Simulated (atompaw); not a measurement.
**Ge: PAW (atompaw) pseudisation with PBE, scalar-relativistic reference atom.**

- Element: Ge (Z = 32)
- Generator: atompaw 4.2.0.5
- Type: PAW
- Functional: PBE
- Relativity: scalar-relativistic
- Frozen core: [Ar] 3d10
- Valence charge: 4
- Reference configuration: 4s2 4p2
- Partial waves: 4s (bound): rc 1.80 bohr; 4s channel at -0.45 Ry: rc 1.80 bohr; 4p (bound): rc 1.80 bohr; 4p channel at 0.65 Ry: rc 1.65 bohr; 4d channel at 0.25 Ry: rc 1.80 bohr; 4d channel at 2.6 Ry: rc 1.70 bohr
- Local potential: troulliermartins scheme with l = 3 at 0 Ry, radius 1.50 bohr
- Core correction: smooth core density matched at 0.95 bohr
- Augmentation charge: sinc compensation charge, radius 1.80 bohr; PAW radius 1.80 bohr; waves and projectors: custom polynom2 7 10 vanderbiltortho

Poles of the logarithmic derivatives, all-electron (AE) and pseudo (PS). s: poles at 3.5 (AE) and 3.5 (PS) Ry. p: poles at no energy (AE) and 5.0 (PS) Ry. d: poles at -2.0 (AE) and -1.1 (PS) Ry. Test radius 1.81 bohr.

* Cutoffs needed: 18 Ry and 18 Ry (the cutoffs (Ry, on a coarse ladder) from which the occupation-weighted sum of valence levels, in a spherical-Bessel basis at the reference potential, stays within 10 and 1 mRy of its value at 400 Ry)
* Ghost test: ghost states, extra bound levels that the all-electron valence spectrum of the same l lacks: s at -554.8 eV, d at -15.7 eV; a true bound ghost makes a file unfit for plane-wave use (spherical-Bessel basis up to 400 Ry, 20 bohr box)
* Lowest eigenvalue of the overlap operator: 0.05 (s channel)
* Overlap eigenvalues printed by atompaw (projector basis): 0.155, 1.49, 1.75, 3.2e+03, 3.26e+03, 1.5e+04
* Share of each valence orbital outside the PAW sphere: 4s 61 %, 4p 82 %
